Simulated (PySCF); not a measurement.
# Nonlinear optical response: `[CH3][Ge@H]([C](N)=O)[C]1=CC1`, C$_{5}$H$_{9}$GeNO

Geometry (Å), atoms numbered from 1 in this order:
```xyz
17

C    -1.007   -2.395   -0.004
Ge   -0.581   -0.557    0.561
C    -1.788    0.801   -0.313
N    -1.320    2.061   -0.321
O    -2.860    0.489   -0.779
C     1.239   -0.055    0.161
C     2.433   -0.282   -0.315
C     2.217    1.109    0.169
H    -0.779   -2.522   -1.060
H    -2.067   -2.585    0.138
H    -0.439   -3.127    0.565
H    -0.694   -0.407    2.069
H    -0.413    2.275    0.056
H    -1.867    2.801   -0.739
H     3.149   -0.936   -0.748
H     2.662    1.429    1.105
H     2.108    1.913   -0.555
```

Theory: quadratic response CAM-B3LYP/def2-SVPD first hyperpolarisability, Taylor convention, gas phase in PySCF 2.14.0. Geometry: GFN2-xTB.

The calculation is non-relativistic, which matters for the atoms heavier than Zn.

Task: What is the first hyperpolarisability, and how does it disperse?

Result: In au, Taylor convention; the vector part is βᵢ = ⅓ Σⱼ (βᵢⱼⱼ + βⱼᵢⱼ + βⱼⱼᵢ); β∥ is 3/5 of the vector part along the dipole, the dipole points from − to +:
```csv
process,λ (nm),β vector norm,β∥,β HRS,depolarisation ratio
"static β(0;0,0)",∞,160.2,-59.9,76.1,3.49
"second harmonic β(−2ω;ω,ω)",1550,171.6,-65.3,81.8,3.47
"Pockels β(−ω;ω,0)",1550,163.8,-61.6,–,–
"second harmonic β(−2ω;ω,ω)",1064,186.7,-72.7,89.3,3.46
"Pockels β(−ω;ω,0)",1064,168.1,-63.6,–,–
"second harmonic β(−2ω;ω,ω)",694.3,243.1,-100.5,117.0,3.47
"Pockels β(−ω;ω,0)",694.3,180.2,-69.5,–,–
```

Task: Which lowest excitations, dipole and polarisabilities go with it?

Result: S1 4.99 eV (f = 0.008); S2 5.87 eV (f = 0.017); S3 6.00 eV (f = 0.172); dipole 3.01 D; isotropic α 99.4 au static, 99.9 au at 1550 nm, 100.5 au at 1064 nm, 101.4 au at 775 nm, 101.9 au at 694.3 nm, 103.8 au at 532 nm, 111.1 au at 347.1 nm.
